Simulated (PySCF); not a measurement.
# Vertical excitation energies

Compound: pentafluoroethane, C₂HF₅.
Numbering: `[F:1][CH:2]([F:3])[C:4]([F:5])([F:6])[F:7]` (hydrogens: H8 on C2)

Computed, not measured: PySCF 2.14.0, density-fitted response routines, TDDFT CAM-B3LYP/aug-cc-pVTZ, vertical, gas phase, core orbitals frozen in the response. Isolated species at its PBE0-D3(BJ)/def2-TZVP geometry, gas phase. Torsions of this conformer, `[F:1][CH:2]([F:3])[C:4]([F:5])([F:6])[F:7]`: F1–C2–C4–F5 60°.

| state | E (eV) | E (kJ/mol) | λ (nm) | f | \|μ\| (D) | symmetry | main configurations (H = HOMO, L = LUMO) |
| --- | --- | --- | --- | --- | --- | --- | --- |
| S1 | 9.57 | 923 | 129.5 | 0.030 | 0.92 | A′ | H→L (82%), H→L+7 (8%) |
| S2 | 10.06 | 971 | 123.2 | 0.0004 | 0.11 | – | H→L+2 (73%), H→L+8 (13%), H→L+11 (8%) |
| S3 | 10.40 | 1003 | 119.2 | 0.010 | 0.51 | A′ | H→L+3 (54%), H→L+1 (24%), H→L+10 (8%) |
| S4 | 10.76 | 1038 | 115.3 | 0.023 | 0.74 | A′ | H→L+1 (54%), H→L+3 (33%) |
| S5 | 11.31 | 1092 | 109.6 | 0.0073 | 0.41 | A″ | H-1→L (60%) |
| S6 | 11.42 | 1102 | 108.5 | 0.011 | 0.51 | A′ | H-2→L (72%) |
| S7 | 11.54 | 1114 | 107.4 | 0.076 | 1.32 | A′ | H→L+4 (61%) |
| S8 | 11.64 | 1123 | 106.5 | 0.0001 | 0.05 | – | H-3→L (53%), H-1→L (11%), H-1→L+1 (10%) |
| S9 | 11.72 | 1130 | 105.8 | 0.0001 | 0.04 | – | H→L+8 (43%), H→L+11 (16%), H→L+2 (16%) |
| S10 | 11.77 | 1136 | 105.3 | 0.0000 | 0.02 | – | H→L+6 (27%), H-4→L (20%), H-2→L+2 (16%) |

Triplets (Tamm–Dancoff): T1 9.28 eV, H→L (67%), H→L+7 (12%); T2 9.59 eV, H→L+2 (56%), H→L+8 (22%), H→L+11 (15%); T3 10.07 eV, H→L+3 (46%), H→L+10 (16%), H→L+1 (14%); T4 10.60 eV, H→L+1 (45%), H→L+3 (28%).

The lowest singlet lies at 9.57 eV (130 nm, vacuum ultraviolet) and is of moderate strength; its leading configuration is HOMO→LUMO (82%). The strongest level in the table is S7 at 11.54 eV (107 nm, f = 0.076). Löwdin shares by element: HOMO carbon 36%, fluorine 36% or more (atoms not listed hold the other 27%); LUMO hydrogen 78%, carbon 15%. Weighted by f, the mean energy of these states is 10.96 eV. Orbital energies (eV): HOMO-3 -14.09, HOMO-2 -13.99, HOMO-1 -13.95, HOMO -12.16, LUMO 0.23, LUMO+1 1.06, LUMO+2 1.19. The oscillator strengths of these states sum to 0.158; summed over the whole spectrum of an exact calculation they would give the number of electrons, 58 (Thomas–Reiche–Kuhn). Symmetry labels in Cs follow from the direction of the transition dipole and are given only for states with f of 0.002 or more. The window holds the lowest 10 singlets.
